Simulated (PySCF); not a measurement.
Assignment exercise: C₅H₁₀N₂OSi

Geometry:
```
atom   x (Å)   y (Å)   z (Å)
  C1  -2.807  -1.406   0.068
  N2  -1.588  -0.753   0.472
 Si3  -0.814   0.579  -0.302
  N4  -0.969   2.142   0.412
  C5   1.022   0.248  -0.209
  C6   1.736  -0.919  -0.108
  C7   3.118  -0.563  -0.077
  C8   3.147   0.799  -0.161
  O9   1.901   1.293  -0.242
 H10  -2.720  -2.507   0.102
 H11  -3.685  -1.126   0.681
 H12  -3.043  -1.139  -0.973
 H13  -1.295  -0.976   1.418
 H14  -1.377   0.535  -1.689
 H15  -1.772   2.741   0.261
 H16  -0.128   2.674   0.603
 H17   1.305  -1.917  -0.059
 H18   3.977  -1.226  -0.002
 H19   3.957   1.525  -0.174
```

Level of theory: σ from GIAO-CAM-B3LYP/pcSseg-1, PBE0-D3(BJ)/def2-SVP structure, in PySCF 2.14.0 with density-fitted response routines (equivalent nuclei averaged, single conformer, isolated molecule, non-relativistic).

Referencing at the same level of theory: 13C and 1H vs TMS.

(1) Assign these signals to the numbered atoms. 13C{1H} NMR (computed): δ 164.4 (C), 155.1 (CH), 133.4 (CH), 118.6 (CH), 30.9 (CH3).

(2) Assign these signals to the numbered atoms. 1H NMR (600 MHz, computed): δ 7.50 (m, 1H), 7.04 (m, 1H), 6.50 (m, 1H), 4.98 (s, 1H), 2.83 (s, 3H), 1.01 (br s, 2H), 0.23 (br s, 1H).

## Answers

(1) 
| δ (ppm) | atoms | environment | reason |
| --- | --- | --- | --- |
| 164.4 | C5 | substituted aromatic carbon next to the ring oxygen | – |
| 155.1 | C8 | aromatic CH next to the ring oxygen | – |
| 133.4 | C6 | aromatic CH | the aromatic region |
| 118.6 | C7 | aromatic CH | – |
| 30.9 | C1 | methyl carbon bonded to N | pulled downfield by the heteroatom |

(2) 
7.50 → H19, hydrogen on an aromatic CH next to the ring oxygen: ring-current deshielding
7.04 → H17, hydrogen on an aromatic CH: the ring current deshields protons in the ring plane
6.50 → H18, hydrogen on an aromatic CH
4.98 → H14, hydrogen on a silicon bonded to C, 2 N
2.83 → H10/H11/H12, hydrogen on a methyl carbon bonded to N: its carbon carries N, hence the downfield position
1.01 → H15/H16, hydrogen on a nitrogen bonded to Si: exchangeable, gas-phase position
0.23 → H13, hydrogen on a nitrogen bonded to C, Si: exchangeable, gas-phase position

OH/NH shifts are gas-phase values; hydrogen bonding in solution moves them, usually downfield. Shifts are as computed, not scaled to solution data. Of 1211 compounds with measured shifts, 218 miss one by over three times the rms of a fit or turn the order of signals round; such compounds aren't used in these exercises. Multiplicities follow the n + 1 count of equivalent neighbours, as no J values were calculated; m marks all less simple cases, F and P coupling included.
